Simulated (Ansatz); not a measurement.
Process, species as SMILES: N[SiH2]N → [NH-][SiH2]N + H+
Each molecule is optimised on its own at B3LYP-D3(BJ)/def2-TZVP (Ansatz, a quantum-chemistry and plane-wave program), one conformer each, not searched for the lowest.
Geometry of the first species:
```
Si
N 1 1.7222
H 2 1.0078 1 121.50
H 2 1.0078 3 111.19 1 -153.60
N 1 1.7222 2 121.59 3 -75.85
H 5 1.0078 1 121.50 2 -75.85
H 5 1.0078 6 111.19 1 -153.60
H 1 1.4789 2 105.40 3 164.81
H 1 1.4789 8 114.36 5 -115.20
```
Charge 0, spin multiplicity 1.

Property: gas-phase deprotonation energy (electronic energy difference), in eV. Valence correlation only, unless marked. No spin-orbit coupling. No relativistic terms. Anions need diffuse functions: aug- sets have them; def2-D sets add few; the other sets have none. CBS(X,Y): correlation extrapolated as X^-3; Hartree-Fock from the larger set. The bracket is a focal-point correction in the basis named.

| level | program | gas-phase deprotonation energy (eV) |
|---|---|---|
| HF/aug-cc-pV(Q+d)Z | Ansatz | 17.20 |
| B97M-V/def2-TZVPD | Ansatz | 16.64 |
| PBE0-D4/def2-TZVPD | Ansatz + dftd4 | 16.75 |
| PBE0/def2-QZVPP | Ansatz | 16.82 |
| r2SCAN0-D4/def2-TZVPD | Ansatz + dftd4 | 16.82 |
| LC-wPBE/def2-TZVPD | Ansatz | 16.93 |
| wB97M-V/def2-TZVPD | Ansatz | 16.62 |

Q: Estimate the value at RI-MP2/CBS(aug-cc-pV(T+d)Z,aug-cc-pV(Q+d)Z)+[CCSD(T)-MP2]/aug-cc-pV(T+d)Z as computed with Ansatz.

A: 16.70 eV, so wB97M-V/def2-TZVPD differs from it by -0.08 eV.
